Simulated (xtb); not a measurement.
Input file for xtb: GFN2-xTB on BrH3PbSi (SMILES [SiH3][Pb][Br]), a point of a torsion scan.

```
$ xtb mol.xyz --gfn 2 --opt vtight --chrg 0 --uhf 0 --input xcontrol
6

Si    -0.86531729     0.02417516     0.00518308
Pb     1.38634010     1.22461675    -0.05042178
Br     3.20919689    -0.34129101    -1.02126759
H     -1.11520392    -0.46664896     1.37965219
H     -1.95632226     0.87290962    -0.46839362
H     -0.76911153    -1.15484056    -0.88509538
$constrain
  force constant=1.0
  dihedral: 4,1,2,3,100.0
$end
```

Output:

```
[...]
           -------------------------------------------------
          |                Calculation Setup                |
           -------------------------------------------------



           -------------------------------------------------
          |                 G F N 2 - x T B                 |
           -------------------------------------------------

        Reference                      10.1021/acs.jctc.8b01176
      * Hamiltonian:
        H0-scaling (s, p, d)           1.850000    2.230000    2.230000
        zeta-weighting                 0.500000
      * Dispersion:
        s8                             2.700000
        a1                             0.520000
        a2                             5.000000
        s9                             5.000000
      * Repulsion:
        kExp                           1.500000    1.000000
        rExp                           1.000000
      * Coulomb:
        alpha                          2.000000
        third order                    shell-resolved
        anisotropic                    true
        a3                             3.000000
        a5                             4.000000
        cn-shift                       1.200000
        cn-exp                         4.000000
        max-rad                        5.000000


          ...................................................
          :                      SETUP                      :
          :.................................................:
          :  # basis functions                  27          :
          :  # atomic orbitals                  25          :
          :  # shells                           11          :
          :  # electrons                        18          :
          :  max. iterations                   250          :
          :  Hamiltonian                  GFN2-xTB          :
          :  restarted?                      false          :
          :  GBSA solvation                  false          :
          :  PC potential                    false          :
          :  electronic temp.          300.0000000     K    :
          :  accuracy                    1.0000000          :
          :  -> integral cutoff          0.2500000E+02      :
          :  -> integral neglect         0.1000000E-07      :
          :  -> SCF convergence          0.1000000E-05 Eh   :
          :  -> wf. convergence          0.1000000E-03 e    :
          :  Broyden damping             0.4000000          :
          :  net charge                          0          :
          :  unpaired electrons                  0          :
          ...................................................

 iter      E             dE          RMSdq      gap      omega  full diag
   1     -9.6684654 -0.966847E+01  0.169E+01    1.49       0.0  T
   2     -9.7206729 -0.522075E-01  0.680E+00    1.63       1.0  T
   3     -9.7231420 -0.246919E-02  0.494E+00    1.32       1.0  T
   4     -9.7246035 -0.146151E-02  0.134E+00    1.34       1.0  T
   5     -9.7248393 -0.235728E-03  0.477E-01    1.39       1.0  T
   6     -9.7249561 -0.116848E-03  0.463E-01    1.42       1.0  T
   7     -9.7250209 -0.648183E-04  0.167E-01    1.41       1.0  T
   8     -9.7250350 -0.140475E-04  0.103E-01    1.41       1.0  T
   9     -9.7250410 -0.600012E-05  0.223E-02    1.41       1.8  T
  10     -9.7250411 -0.932650E-07  0.538E-03    1.41       7.6  T
  11     -9.7250411 -0.785448E-08  0.161E-03    1.41      25.3  T
  12     -9.7250411 -0.107575E-08  0.606E-04    1.41      67.3  T
  13     -9.7250411 -0.138682E-09  0.394E-04    1.41     103.6  T

   *** convergence criteria satisfied after 13 iterations ***

         #    Occupation            Energy/Eh            Energy/eV
      -------------------------------------------------------------
         1        2.0000           -0.9048175             -24.6213
       ...           ...                  ...                  ...
         3        2.0000           -0.6997590             -19.0414
         4        2.0000           -0.4390644             -11.9475
         5        2.0000           -0.4314606             -11.7406
         6        2.0000           -0.4215680             -11.4714
         7        2.0000           -0.3997245             -10.8771
         8        2.0000           -0.3974503             -10.8152
         9        2.0000           -0.3492692              -9.5041 (HOMO)
        10                         -0.2973683              -8.0918 (LUMO)
        11                         -0.2151080              -5.8534
        12                         -0.1773620              -4.8263
        13                         -0.1579585              -4.2983
        14                         -0.1269080              -3.4533
       ...                                ...                  ...
        25                          0.6865963              18.6832
      -------------------------------------------------------------
                  HL-Ga
[...]
.3534223              -9.6171 (HOMO)
        10                         -0.2976916              -8.1006 (LUMO)
        11                         -0.1951355              -5.3099
        12                         -0.1740185              -4.7353
        13                         -0.1466407              -3.9903
        14                         -0.1122107              -3.0534
       ...                                ...                  ...
        25                          0.7350767              20.0025
      -------------------------------------------------------------
                  HL-Gap            0.0557308 Eh            1.5165 eV
             Fermi-level           -0.3255569 Eh           -8.8589 eV

 SCC (total)                   0 d,  0 h,  0 min,  0.005 sec
 SCC setup                      ...        0 min,  0.000 sec (  1.833%)
 Dispersion                     ...        0 min,  0.000 sec (  0.704%)
 classical contributions        ...        0 min,  0.000 sec (  0.191%)
 integral evaluation            ...        0 min,  0.001 sec ( 29.829%)
 iterations                     ...        0 min,  0.001 sec ( 20.842%)
 molecular gradient             ...        0 min,  0.002 sec ( 43.061%)
 printout                       ...        0 min,  0.000 sec (  3.040%)

         :::::::::::::::::::::::::::::::::::::::::::::::::::::
         ::                     SUMMARY                     ::
         :::::::::::::::::::::::::::::::::::::::::::::::::::::
         :: total energy              -9.706845785758 Eh    ::
         :: gradient norm              0.000117850646 Eh/a0 ::
         :: HOMO-LUMO gap              1.516511088993 eV    ::
         ::.................................................::
         :: SCC energy                -9.736364987432 Eh    ::
         :: -> isotropic ES            0.033349133947 Eh    ::
         :: -> anisotropic ES          0.007167037652 Eh    ::
         :: -> anisotropic XC         -0.001806726709 Eh    ::
         :: -> dispersion             -0.004454720951 Eh    ::
         :: repulsion energy           0.029519198538 Eh    ::
         :: add. restraining           0.000000003136 Eh    ::
         :: total charge               0.000000000000 e     ::
         :::::::::::::::::::::::::::::::::::::::::::::::::::::

           -------------------------------------------------
          |                Property Printout                |
           -------------------------------------------------

    * Orbital Energies and Occupations

         #    Occupation            Energy/Eh            Energy/eV
      -------------------------------------------------------------
         1        2.0000           -0.9050376             -24.6273
         2        2.0000           -0.8110160             -22.0689
         3        2.0000           -0.6902959             -18.7839
         4        2.0000           -0.4252949             -11.5729
         5        2.0000           -0.4227061             -11.5024
         6        2.0000           -0.4178866             -11.3713
         7        2.0000           -0.4004843             -10.8977
         8        2.0000           -0.3991903             -10.8625
         9        2.0000           -0.3534223              -9.6171 (HOMO)
        10                         -0.2976916              -8.1006 (LUMO)
        11                         -0.1951355              -5.3099
        12                         -0.1740185              -4.7353
        13                         -0.1466407              -3.9903
        14                         -0.1122107              -3.0534
        15                         -0.0817271              -2.2239
        16                         -0.0567681              -1.5447
        17                          0.0299268               0.8144
        18                          0.0726266               1.9763
        19                          0.0730866               1.9888
        20                          0.0818021               2.2259
       ...                                ...                  ...
        25                          0.7350767              20.0025
      -------------------------------------------------------------
                  HL-Gap            0.0557308 Eh            1.5165 eV
             Fermi-level           -0.3255569 Eh           -8.8589 eV

     #   Z          covCN         q      C6AA      α(0)
     1  14 Si       3.601     0.326   102.505    19.445
     2  82 Pb       1.723     0.410   432.643    43.428
     3  35 Br       0.877    -0.381   195.688    22.555
     4   1 H        0.917    -0.121     6.350     3.941
     5   1 H        0.917    -0.134     6.909     4.111
     6   1 H        0.920    -0.102     5.628     3.710
Note: The following floating-point exceptions are signalling: IEEE_DENORMAL
normal termination of xtb

 Mol. C6AA /au·bohr⁶  :       2719.162933
 Mol. C8AA /au·bohr⁸  :     232768.072922
 Mol. α(0) /au        :         97.190128


Wiberg/Mayer (AO) data.
largest (>0.10) Wiberg bond orders for each atom

 ---------------------------------------------------------------------------
     #   Z sym  total        # sym  WBO       # sym  WBO       # sym  WBO
 ---------------------------------------------------------------------------
     1  14 Si   3.566 --     6 H    0.907     4 H    0.897     5 H    0.897
                             2 Pb   0.846
     2  82 Pb   1.967 --     3 Br   0.999     1 Si   0.846
     3  35 Br   1.022 --     2 Pb   0.999
     4   1 H    0.985 --     1 Si   0.897
     5   1 H    0.982 --     1 Si   0.897
     6   1 H    0.990 --     1 Si   0.907
 ---------------------------------------------------------------------------

Topologies differ in total number of bonds
Writing topology from bond orders to xtbtopo.mol

molecular dipole:
                 x           y           z       tot (Debye)
 q only:       -0.572       1.593       0.599
   full:       -0.765       2.517       0.926       7.089
molecular quadrupole (traceless):
                xx          xy          yy          xz          yz          zz
 q only:      -10.659       7.911       8.513       5.671      -1.007       2.146
  q+dip:      -16.906      14.677      13.189       9.732      -2.371       3.717
   full:      -18.098      12.613      12.316       9.828      -2.969       5.782

           -------------------------------------------------
          |                Geometry Summary                 |
           -------------------------------------------------

      molecular mass/u    :      318.2297568
   center of mass at/Å    :        1.6610362       0.8297812      -0.2820853
  moments of inertia/u·Å² :        0.1902734E+03   0.4466871E+03   0.6315587E+03
rotational constants/cm⁻¹ :        0.8859689E-01   0.3773924E-01   0.2669211E-01

 * 4 selected distances

     #   Z          #   Z                                           value/Å
     2  82 Pb       3  35 Br                                      2.5939970 (max)
     1  14 Si       4   1 H                                       1.4664212
     1  14 Si       5   1 H                                       1.4685218
     1  14 Si       6   1 H                                       1.4581384 (min)

 * 2 distinct bonds (by element types)

   Z      Z             #   av. dist./Å        max./Å        min./Å
   1 H   14 Si          3     1.4643605     1.4685218     1.4581384
  35 Br  82 Pb          1     2.5939970     2.5939970     2.5939970


optimized geometry written to: xtbopt.xyz


           -------------------------------------------------
          | TOTAL ENERGY               -9.706845785758 Eh   |
          | GRADIENT NORM               0.000117850646 Eh/α |
          | HOMO-LUMO GAP               1.516511088993 eV   |
           -------------------------------------------------

------------------------------------------------------------------------
------------------------------------------------------------------------
 total:
 SCF:
 ANC optimizer:
```

The run finished.

Warnings raised: the energy holds the restraint's term.

Cost: roughly 0.12 core-seconds.
